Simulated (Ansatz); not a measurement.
Reactions of `[SiH3][GaH2]`.

Isolated molecules relaxed with PBE0-D4/def2-TZVP in Ansatz; ΔE leaves out vibrations. CCSD(T)/CBS is the MP2 limit (def2-TZVPP, def2-QZVPP) plus CCSD(T) − MP2 in def2-TZVPP, frozen cores. This one scheme is used for every species, atoms too. DFT in def2-TZVPP. Open shells (•) are unrestricted, without spin–orbit coupling. Spin–orbit coupling would lower the free atoms: a little for Si; clearly for Ga. For Ga, Mg outer-core shells are correlated without core-valence functions, so the limit isn't a true one: a few kJ/mol of doubt a bond, and 10 to 20 or more in all where bonds break to atoms. Scalar relativity is left out up to krypton. One conformer a species, not always the lowest.

```json
{"reaction": "`[SiH3][GaH2]` + `CCSS` → `CCSS[SiH3]` + `[GaH3]`", "PBE0-D4 (kcal/mol)": "-8.3", "CCSD/CBS(def2) (kcal/mol)": "-8.9", "CCSD(T)/CBS(def2) (kcal/mol)": "-9.4"}
{"reaction": "`[SiH3][GaH2]` → `[GaH2]`• + `[SiH3]`•", "PBE0-D4 (kcal/mol)": "70.0", "CCSD/CBS(def2) (kcal/mol)": "73.2", "CCSD(T)/CBS(def2) (kcal/mol)": "74.6"}
{"reaction": "`[SiH3][GaH2]` + `[OH][Mg][OH]` → `[OH][Mg][O][SiH3]` + `[GaH3]`", "PBE0-D4 (kcal/mol)": "-21.2", "CCSD/CBS(def2) (kcal/mol)": "-25.5", "CCSD(T)/CBS(def2) (kcal/mol)": "-24.9"}
{"reaction": "`[SiH3][GaH2]` → Ga• + 5 H• + Si•", "PBE0-D4 (kcal/mol)": "405.5", "CCSD/CBS(def2) (kcal/mol)": "412.9", "CCSD(T)/CBS(def2) (kcal/mol)": "415.3"}
{"reaction": "`[SiH3][GaH2]` → `[GaH3]` + `[SiH2]`", "PBE0-D4 (kcal/mol)": "65.1", "CCSD/CBS(def2) (kcal/mol)": "60.0", "CCSD(T)/CBS(def2) (kcal/mol)": "61.1"}
```

Largest T1 diagnostic: 0.015, for `[GaH2]`•.
